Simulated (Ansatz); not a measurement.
Ansatz results at the PBE0-D4/def2-TZVP geometry: LUMO energy (PBE0/def2-TZVPP) -1.21 eV; HOMO–LUMO gap (ωB97M-V/def2-TZVPP) 9.95 eV; size of the dipole moment (B3LYP/def2-TZVPP) 2.09 D.

**Question.** Which molecule gave them?
A. `[SiH3]S[SiH2]S`
B. `[F][Ge][O][SiH3]`
C. `F[SiH]1[O][GeH2]1`
D. `O=C=C[SiH3]`

**Answer.** C. The others give `[F][Ge][O][SiH3]`: -2.27, 10.49, 1.54; `O=C=C[SiH3]`: -0.93, 10.74, 1.33; `[SiH3]S[SiH2]S`: -0.12, 11.27, 1.23.

B3LYP here is the variant with VWN-RPA as its local correlation; programs differ in this.
